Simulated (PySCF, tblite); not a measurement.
Compound: C6H7N2O (charge -1).
Atom-mapped SMILES: `[CH3:1][CH2:2][CH2:3][O:4][C-:5]([C:6]#[N:7])[C:8]#[N:9]` (hydrogens: H10, H11, H12 on C1; H13, H14 on C2; H15, H16 on C3)
Bond orders are those of one Lewis drawing.

Computed with GFN2-xTB (tblite), gas phase: nudged elastic band of 9 images (0 to 8), spring 0.2 eV/Å², climbing image at the end, force threshold 0.05 eV/Å. The top image wasn't refined or checked by frequencies; at this threshold it can lie a kcal/mol or more above the true saddle point of the method.

Path: rotation about C2–C3 (chain CH2 carbon, sp3 carbon bound to oxygen), followed by the dihedral C1–C2–C3–O4.

Image 0 (start, dihedral -65°):
```
atom  x, y, z in Å
C1     -2.264    0.329   -0.421
C2     -1.488   -0.467    0.621
C3     -0.008   -0.088    0.619
O4      0.558   -0.450   -0.611
C5      1.945   -0.106   -0.706
C6      2.887   -0.992   -0.249
N7      3.686   -1.757    0.120
C8      2.295    1.161   -1.100
N9      2.586    2.233   -1.454
H10    -2.240    1.391   -0.184
H11    -1.802    0.185   -1.394
H12    -3.303    0.003   -0.468
H13    -1.567   -1.534    0.399
H14    -1.899   -0.290    1.620
H15     0.099    0.999    0.788
H16     0.508   -0.606    1.448
```

Image 8 (end, +0.001 eV, dihedral 65°):
```
atom  x, y, z in Å
C1     -2.194   -0.613   -0.473
C2     -1.535    0.161    0.661
C3     -0.017   -0.001    0.629
O4      0.479    0.583   -0.545
C5      1.901    0.464   -0.669
C6      2.436   -0.694   -1.173
N7      2.884   -1.675   -1.616
C8      2.704    1.449   -0.154
N9      3.387    2.296    0.264
H10    -1.758   -0.298   -1.417
H11    -2.022   -1.681   -0.355
H12    -3.268   -0.431   -0.499
H13    -1.911   -0.184    1.629
H14    -1.766    1.223    0.560
H15     0.427    0.484    1.519
H16     0.247   -1.073    0.670
```

**Question.** What do the inner images look like?

**Answer.** 
Image 1: +0.023 eV, dihedral -50°
```
atom  x, y, z in Å
C1     -2.223    0.228   -0.494
C2     -1.498   -0.405    0.688
C3     -0.004   -0.073    0.659
O4      0.517   -0.350   -0.613
C5      1.911   -0.043   -0.718
C6      2.824   -1.013   -0.389
N7      3.587   -1.855   -0.130
C8      2.301    1.244   -0.987
N9      2.629    2.335   -1.234
H10    -2.138    1.312   -0.455
H11    -1.761   -0.115   -1.415
H12    -3.278   -0.045   -0.498
H13    -1.622   -1.490    0.648
H14    -1.919   -0.045    1.632
H15     0.145    0.993    0.909
H16     0.521   -0.669    1.428
```

Image 2: +0.078 eV, dihedral -35°
```
atom  x, y, z in Å
C1     -2.194    0.116   -0.551
C2     -1.510   -0.329    0.737
C3      0.001   -0.057    0.692
O4      0.487   -0.237   -0.611
C5      1.889    0.024   -0.720
C6      2.760   -1.018   -0.528
N7      3.481   -1.922   -0.385
C8      2.330    1.313   -0.871
N9      2.703    2.409   -1.015
H10    -2.054    1.183   -0.705
H11    -1.742   -0.408   -1.389
H12    -3.260   -0.106   -0.521
H13    -1.685   -1.398    0.883
H14    -1.937    0.202    1.594
H15     0.204    0.975    1.030
H16     0.520   -0.738    1.390
```

Image 3: +0.141 eV, dihedral -18°
```
atom  x, y, z in Å
C1     -2.174   -0.008   -0.589
C2     -1.522   -0.245    0.769
C3      0.006   -0.043    0.712
O4      0.462   -0.098   -0.613
C5      1.875    0.095   -0.720
C6      2.691   -1.005   -0.654
N7      3.366   -1.954   -0.618
C8      2.381    1.370   -0.756
N9      2.801    2.456   -0.803
H10    -1.987    1.010   -0.921
H11    -1.741   -0.683   -1.320
H12    -3.250   -0.177   -0.535
H13    -1.748   -1.263    1.099
H14    -1.946    0.444    1.506
H15     0.272    0.932    1.158
H16     0.507   -0.821    1.315
```

Image 4 (top): +0.170 eV, dihedral 0°
```
atom  x, y, z in Å
C1     -2.161   -0.137   -0.606
C2     -1.531   -0.155    0.783
C3      0.008   -0.032    0.720
O4      0.444    0.060   -0.610
C5      1.866    0.169   -0.719
C6      2.618   -0.976   -0.768
N7      3.247   -1.955   -0.830
C8      2.442    1.411   -0.643
N9      2.914    2.476   -0.597
H10    -1.936    0.805   -1.098
H11    -1.746   -0.937   -1.212
H12    -3.242   -0.259   -0.539
H13    -1.802   -1.085    1.291
H14    -1.940    0.672    1.370
H15     0.336    0.859    1.284
H16     0.475   -0.909    1.204
```

Image 5: +0.142 eV, dihedral 18°
```
atom  x, y, z in Å
C1     -2.155   -0.267   -0.601
C2     -1.536   -0.064    0.778
C3      0.004   -0.022    0.713
O4      0.436    0.218   -0.600
C5      1.861    0.244   -0.715
C6      2.551   -0.931   -0.876
N7      3.137   -1.927   -1.031
C8      2.509    1.438   -0.526
N9      3.035    2.468   -0.385
H10    -1.895    0.575   -1.236
H11    -1.763   -1.168   -1.064
H12    -3.241   -0.341   -0.529
H13    -1.843   -0.873    1.448
H14    -1.913    0.873    1.197
H15     0.383    0.767    1.387
H16     0.421   -0.981    1.070
```

Image 6: +0.080 eV, dihedral 34°
```
atom  x, y, z in Å
C1     -2.159   -0.393   -0.574
C2     -1.538    0.025    0.753
C3     -0.004   -0.009    0.692
O4      0.440    0.357   -0.587
C5      1.865    0.316   -0.707
C6      2.496   -0.870   -0.983
N7      3.039   -1.871   -1.235
C8      2.576    1.447   -0.399
N9      3.158    2.427   -0.154
H10    -1.860    0.318   -1.339
H11    -1.801   -1.376   -0.871
H12    -3.247   -0.412   -0.506
H13    -1.869   -0.638    1.559
H14    -1.872    1.038    0.994
H15     0.411    0.677    1.453
H16     0.356   -1.025    0.936
```

Image 7: +0.025 eV, dihedral 50°
```
atom  x, y, z in Å
C1     -2.176   -0.513   -0.527
C2     -1.537    0.108    0.710
C3     -0.011    0.007    0.657
O4      0.457    0.470   -0.580
C5      1.880    0.384   -0.697
C6      2.463   -0.794   -1.091
N7      2.966   -1.784   -1.444
C8      2.641    1.438   -0.259
N9      3.273    2.351    0.095
H10    -1.843    0.036   -1.404
H11    -1.867   -1.550   -0.639
H12    -3.264   -0.470   -0.468
H13    -1.887   -0.393    1.619
H14    -1.824    1.161    0.768
H15     0.424    0.602    1.482
H16     0.296   -1.044    0.810
```

The largest changes of bonds and angles from start to top: C2–C3 1.528 → 1.545 Å, C2–C3–O4 109.2 → 110.7°, C1–C2–H14 110.4 → 109.0°, C3–C2–H13 108.2 → 109.5°. GFN2-xTB torsional profiles can miss by a kcal/mol or more and can put conformers in the wrong order.

**Question.** What do single points at PBE0/pcSseg-1 (PySCF, no dispersion term) give on some images?

**Answer.** 
```csv
image,GFN2-xTB E (eV),DFT E (eV),HOMO (eV),LUMO (eV)
0,0.000,0.000,-0.78,4.20
2,0.078,0.088,-0.78,4.15
4,0.170,0.221,-0.77,4.10
6,0.080,0.092,-0.78,4.14
8,0.001,0.002,-0.78,4.20
```

Energies count from image 0 at each level. At the GFN2-xTB top the DFT energy is 5.1 kcal/mol against 3.9; the geometries weren't optimised at the DFT level.

The cost below is that of the whole band run. Rough CPU time on one thread of a shared machine: about 13 s.
